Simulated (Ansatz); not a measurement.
Geometry optimisation, RKS B3LYP-D4/def2-SVP (Ansatz 0.2.0).

Input file:

```yaml
crystal:
  periodic: [false, false, false]
  atoms:
    - { symbol: B, position_ang: [-1.481149, 0.148281, 0.046397] }
    - { symbol: Si, position_ang: [1.723476, -0.427855, 0.002351] }
    - { symbol: O, position_ang: [-1.262023, -0.441218, -1.143575] }
    - { symbol: O, position_ang: [-1.368528, 1.481073, 0.232699] }
    - { symbol: H, position_ang: [0.692606, -0.603483, 1.00181] }
    - { symbol: Br, position_ang: [-2.03061, -1.038104, 1.574143] }
    - { symbol: H, position_ang: [1.477731, 0.8229, -0.770873] }
    - { symbol: H, position_ang: [3.053929, -0.314107, 0.669302] }
    - { symbol: H, position_ang: [1.736436, -1.588774, -0.92911] }
    - { symbol: H, position_ang: [-1.002128, 0.198595, -1.822785] }
    - { symbol: H, position_ang: [-1.539841, 1.762692, 1.13954] }
basis:
  gaussian: { orbitals: def2-SVP }
hamiltonian:
  xc: b3lyp
  dispersion: d4
relax:
  f_tol: 0.03
  max_steps: 50
```

Command:

```bash
$ ansatz run input.yaml --threads 4 --pin off --max-ram 5120MiB --backend cpu --events-out ev --progress --plain --runs-dir out
```

Problem. Where does it end, and by what steps?

Solution. The run converged. The force dipped under the threshold on the way, but the program's further checks kept it going. After 18 steps the energy has fallen by 0.145 eV; H11 moved furthest, 0.95 Å.

| step | energy less start (eV) | largest force component (eV/Å) | accepted |
| --- | --- | --- | --- |
| 0 | 0.0000 | 0.790 | yes |
| 1 | -0.0937 | 0.395 | yes |
| 2 | -0.1167 | 0.161 | yes |
| 3 | -0.1231 | 0.137 | yes |
| 4 | -0.1289 | 0.148 | yes |
| 5 | -0.1324 | 0.144 | yes |
| 6 | -0.1347 | 0.255 | yes |
| 7 | -0.1392 | 0.088 | yes |
| 8 | -0.1410 | 0.097 | yes |
| 9 | -0.1419 | 0.095 | yes |
| 10 | -0.1429 | 0.092 | yes |
| 11 | -0.1433 | 0.091 | yes |
| 12 | -0.1436 | 0.084 | yes |
| 13 | -0.1439 | 0.082 | yes |
| 14 | -0.1441 | 0.064 | yes |
| 15 | -0.1443 | 0.049 | yes |
| 16 | -0.1441 | 0.077 | no |
| 17 | -0.1445 | 0.025 | yes |
| 18 | -0.1447 | 0.025 | yes |

```xyz
11
Properties=species:S:1:pos:R:3
B -1.705 0.255 0.117
Si 2.045 -0.579 -0.069
O -1.038 -0.216 -0.958
O -2.010 1.570 0.233
H 1.219 -0.491 1.166
Br -2.217 -1.022 1.495
H 1.844 0.648 -0.896
H 3.486 -0.654 0.313
H 1.680 -1.789 -0.855
H -0.822 0.484 -1.591
H -2.482 1.796 1.044
```

Whether the end is a true minimum wasn't checked by a vibrational analysis.

Run time: 72 s on 4 threads of Arm Neoverse N1, on a shared host, peak memory 0.33 GiB.
